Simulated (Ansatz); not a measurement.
HBeCl (SMILES [BeH][Cl]), singlet, at a GFN2-xTB geometry (such geometries of metal compounds can be far from the true shape); Ansatz (a program for electronic structure) with CAM-B3LYP/cc-pV(Q+d)Z.

The Ansatz input:
Ansatz 0.2 input:
```yaml
crystal:
  periodic: [false, false, false]
  atoms:
    - {symbol: Be, position_ang: [-0.00000000, -0.00000000, -1.29941130]}
    - {symbol: H, position_ang: [-0.00000000, -0.00000000, -2.56618036]}
    - {symbol: Cl, position_ang: [0.00000000, 0.00000000, 0.45669562]}
basis:
  gaussian:
    orbitals: cc-pV_Q+d_Z.json
hamiltonian:
  xc: cam_b3lyp
```
The basis file holds cc-pV(Q+d)Z in the JSON format of the Basis Set Exchange.

What the program printed (banner, timings and long lists left out):

```
Functional definition: CAM-B3LYP
607 factors; their error is unknown
142 factors; integrals over basis functions are off by at most 8.5e-5 eV
mean field evaluation 1: about -12942.1667 eV, gradient 1.2e1 eV
mean field evaluation 2: about -12942.4361 eV, gradient 9.8e0 eV
mean field evaluation 4: about -12942.6272 eV, gradient 3.6e-1 eV
mean field evaluation 8: about -12942.6262 eV, gradient 1.4e-3 eV
mean field -12942.62618371 eV, -475.6327394241 hartree, gradient 2.5e-5 eV, S^2 0.000000; 0 other end points of the search recorded, 0 dependent functions left out
reference -12942.62628756 eV, -475.6327432406 hartree; 11, 11 occupied and 138, 138 virtual orbitals, 607 factors
Total energy: -12942.62628756 eV, -475.6327432406 hartree
```
